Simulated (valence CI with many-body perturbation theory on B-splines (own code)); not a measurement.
# Which ion has this spectrum?

A relativistic CI+MBPT calculation for an atom or ion with 14 electrons gives these levels (eV):

```tsv
J	Parity	E	g
0	even	0.00	
1	even	124.56	1.49
2	even	131.88	1.18
2	odd	245.08	1.58
2	even	261.77	1.31
1	odd	267.49	1.01
0	even	277.59	
2	odd	293.19	0.76
1	odd	324.58	0.88
2	odd	333.95	1.35
3	odd	336.11	1.13
2	odd	369.89	1.44
3	odd	380.40	1.30
0	odd	389.13
```

The energies are calculated, and their last digits are not significant.

**Question.** Which is it?
A. La43+
B. Eu49+
C. Pm47+
D. Nd46+

**Answer.** D. Nd46+, ground level (3s^2 3p1/2^2) J=0.
